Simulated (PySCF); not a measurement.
F6Zr (SMILES [F][Zr-2]([F])([F])([F])([F])[F]), charge -2, singlet, geometry from GFN2-xTB (such geometries of metal compounds can be far from the true shape) (core potentials on Zr). Base run: DF-M062X/def2-SVP (PySCF).

Here is a job for PySCF.
```python
from pyscf import gto, scf, dft

mol = gto.M(
    atom='''
Zr    0.00000000   -0.00000000   -0.00000000
F     1.22184299   -0.51618369   -1.47939569
F    -1.22184299    0.51618369    1.47939569
F    -1.23887202    0.83032195   -1.31290482
F    -0.95929835   -1.72976223   -0.18875067
F     0.95929835    1.72976223    0.18875067
F     1.23887202   -0.83032195    1.31290482
''',
    basis='def2-svp',
    ecp={'Zr': 'def2-svp'},
    charge=-2,
    verbose=3,
)

mf = dft.RKS(mol)
mf.xc = 'm062x'
mf = mf.density_fit(auxbasis='def2-universal-jkfit')
mf.kernel()
mf.analyze()
```

The base run was repeated with changes; each row names its change, and settings that it needs were set with it.

```json
[
 {"change": "base", "E (Eh)": "-645.77487", "HOMO (eV)": "-1.88", "HOMO-LUMO gap (eV)": "10.83", "core-seconds (rough)": "20", "outcome": "converged"},
 {"change": "functional = wb97m_v", "E (Eh)": "-", "HOMO (eV)": "-", "HOMO-LUMO gap (eV)": "-", "core-seconds (rough)": "-", "outcome": "cut at the time limit"},
 {"change": "functional = blyp", "E (Eh)": "-646.00055", "HOMO (eV)": "2.37", "HOMO-LUMO gap (eV)": "5.64", "core-seconds (rough)": "20", "outcome": "converged"},
 {"change": "functional = tpss", "E (Eh)": "-646.10058", "HOMO (eV)": "2.13", "HOMO-LUMO gap (eV)": "6.08", "core-seconds (rough)": "20", "outcome": "converged"},
 {"change": "functional = x3lyp", "E (Eh)": "-645.89424", "HOMO (eV)": "0.42", "HOMO-LUMO gap (eV)": "7.88", "core-seconds (rough)": "10", "outcome": "converged"},
 {"change": "functional = camb3lyp", "E (Eh)": "-645.91935", "HOMO (eV)": "-1.33", "HOMO-LUMO gap (eV)": "10.52", "core-seconds (rough)": "10", "outcome": "converged"},
 {"change": "functional = tpssh", "E (Eh)": "-646.03194", "HOMO (eV)": "1.31", "HOMO-LUMO gap (eV)": "7.14", "core-seconds (rough)": "20", "outcome": "converged"},
 {"change": "functional = bp86", "E (Eh)": "-646.13435", "HOMO (eV)": "2.19", "HOMO-LUMO gap (eV)": "6.20", "core-seconds (rough)": "10", "outcome": "converged"},
 {"change": "functional = scan", "E (Eh)": "-645.94803", "HOMO (eV)": "1.74", "HOMO-LUMO gap (eV)": "7.01", "core-seconds (rough)": "20", "outcome": "converged"},
 {"change": "functional = hf", "E (Eh)": "-643.08547", "HOMO (eV)": "-5.49", "HOMO-LUMO gap (eV)": "15.99", "core-seconds (rough)": "2", "outcome": "converged"},
 {"change": "functional = b3lyp; dispersion = d4", "E (Eh)": "-646.10598", "HOMO (eV)": "0.53", "HOMO-LUMO gap (eV)": "7.84", "core-seconds (rough)": "10", "outcome": "converged"},
 {"change": "functional = b3lyp", "E (Eh)": "-646.09535", "HOMO (eV)": "0.53", "HOMO-LUMO gap (eV)": "7.84", "core-seconds (rough)": "10", "outcome": "converged"},
 {"change": "functional = b3lyp5", "E (Eh)": "-645.83958", "HOMO (eV)": "0.63", "HOMO-LUMO gap (eV)": "7.81", "core-seconds (rough)": "10", "outcome": "converged"}
]
```

Totals shift with the method and basis; they matter in differences.
